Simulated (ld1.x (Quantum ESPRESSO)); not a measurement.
**Configuration tests for beryllium (PAW)**

Be (Z = 4), PAW, made with ld1.x (Quantum ESPRESSO) 7.5 (LDA (PZ), non-relativistic). Core [He], reference 2s2 2p0. Waves: 2s (bound): rcut 1.90, rcutus 2.55 bohr; 2s channel at -0.05 Ry: rcut 1.90, rcutus 2.55 bohr; 2p (bound, empty): rcut 3.10, rcutus 3.65 bohr; 2p channel at 0.3 Ry: rcut 3.10, rcutus 3.65 bohr. Local part: all-electron potential smoothed inside 2.80 bohr (lloc = -1). Core correction: a·sin(br)/r model core inside 1.20 bohr. Augmentation charge: BESSEL, radius 2.15 bohr.

Energies are relative to the spin-unpolarised reference configuration 2s2 2p0; without spin polarisation the order of configurations can differ from experiment. Spin-polarised rows fill each open shell by Hund’s rule, majority spin first. The frozen-core shift is the all-electron ΔE with the core orbitals held at their reference shape minus the fully relaxed ΔE.

Give the all-electron excitation energy and the error of the potential for: 2s1 2p0; 2s1.5 2p0; 2s1 2p1; 2s0 2p2; 2s0 2p1; 2s1 2p0 (spin-polarised); 2s1.5 2p0 (spin-polarised).

```json
{"valence configuration": "2s1 2p0", "charge": "+1", "ΔE all-electron (eV)": "9.518", "error AE − PS (meV)": "-1.3", "frozen-core shift (meV)": "+2.2"}
{"valence configuration": "2s1.5 2p0", "charge": "+0.5", "ΔE all-electron (eV)": "3.751", "error AE − PS (meV)": "-0.2", "frozen-core shift (meV)": "+0.3"}
{"valence configuration": "2s1 2p1", "charge": "0", "ΔE all-electron (eV)": "3.517", "error AE − PS (meV)": "-0.7", "frozen-core shift (meV)": "+0.6"}
{"valence configuration": "2s0 2p2", "charge": "0", "ΔE all-electron (eV)": "7.067", "error AE − PS (meV)": "-3.3", "frozen-core shift (meV)": "+2.2"}
{"valence configuration": "2s0 2p1", "charge": "+1", "ΔE all-electron (eV)": "13.330", "error AE − PS (meV)": "-9.1", "frozen-core shift (meV)": "+4.4"}
{"valence configuration": "2s1 2p0 (spin-polarised)", "charge": "+1", "ΔE all-electron (eV)": "9.043", "error AE − PS (meV)": "-2.5", "frozen-core shift (meV)": "+3.1"}
{"valence configuration": "2s1.5 2p0 (spin-polarised)", "charge": "+0.5", "ΔE all-electron (eV)": "3.671", "error AE − PS (meV)": "-0.2", "frozen-core shift (meV)": "+0.4"}
```
